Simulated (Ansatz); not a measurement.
Input and output for C₂H₄BrGaO₂, SMILES `C[C](=O)[Ga]([OH])[Br]`.

```yaml
crystal:
  periodic: [false, false, false]
  atoms:
    - {symbol: C, position_ang: [0.234329, -1.566912, 0.509370]}
    - {symbol: C, position_ang: [-0.728307, -0.426004, 0.642966]}
    - {symbol: O, position_ang: [-1.733414, -0.473822, 1.294452]}
    - {symbol: Ga, position_ang: [-0.264031, 1.287406, -0.361813]}
    - {symbol: O, position_ang: [1.202844, 1.326461, -1.373539]}
    - {symbol: Br, position_ang: [-1.529623, 3.192016, -0.278756]}
    - {symbol: H, position_ang: [0.356191, -1.817488, -0.548969]}
    - {symbol: H, position_ang: [-0.113852, -2.434360, 1.071963]}
    - {symbol: H, position_ang: [1.221139, -1.251349, 0.862866]}
    - {symbol: H, position_ang: [1.354724, 2.164042, -1.818540]}
basis:
  gaussian: {orbitals: def2-TZVPP, point_charges: [{charge: -1.00, position_ang: [4.670, 0.040, 0.685]}]}
hamiltonian: {xc: {name: B3LYP}}
accuracy: high
```

```sh
$ ansatz run in.yaml --threads 4 --pin off --events-out ev --progress --plain --max-ram 10444MiB
```

It prints (some lines left out):

```
Functional definition: B3LYP
4643 factors; integrals over basis functions are off by at most 2.9e-8 eV
mean field evaluation 1: about -128650.6128 eV, gradient 9.0e1 eV
mean field evaluation 2: about -128591.7082 eV, gradient 1.9e2 eV
mean field evaluation 4: about -128664.3791 eV, gradient 1.4e1 eV
mean field evaluation 8: about -128664.7461 eV, gradient 8.3e-1 eV
mean field evaluation 16: about -128664.8797 eV, gradient 5.8e-4 eV
mean field -128664.87969456 eV, -4728.3471165874 hartree, gradient 3.3e-8 eV, S^2 0.000000; 0 other end points of the search recorded, 0 dependent functions left out
reference -128664.87974043 eV, -4728.3471182730 hartree; 49, 49 occupied and 227, 227 virtual orbitals, 4643 factors
Total energy: -128664.87974043 eV, -4728.3471182730 hartree
```

Run time 25 s (4 threads of an Arm Neoverse V1 on a shared host); peak host memory 2.3 GiB.
